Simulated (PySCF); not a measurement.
## WN⁺ at ROHF-CCSD

Computed with ROHF-CCSD; basis W def2-TZVPPD with ECP60, N def2-TZVPPD; scalar-relativistic core potentials; PySCF 2.14.

| Quantity | Value |
| --- | --- |
| state | ³Δ (triplet), unpaired electrons σ ↑, δ ↑ |
| bond length | 1.637 Å |
| harmonic wavenumber | 1151 cm⁻¹ |
| force constant | 10.2 mdyn/Å |
| rotational constant Be | 0.4832 cm⁻¹ |
| anharmonicity ωexe | 4.18 cm⁻¹ |
| vibration–rotation constant αe | 0.00229 cm⁻¹ |

Correlated steps freeze 1 core orbital. De is left out where the level can put another filling of the metal’s s and d shells below the measured ground configuration, by anything from nothing to about 1 eV. Spin–orbit coupling is left out, which matters for elements this heavy, above all for dissociation energies. The state is the lowest single determinant that the PBE0 search found; with open d or f shells the true ground state can be another one.
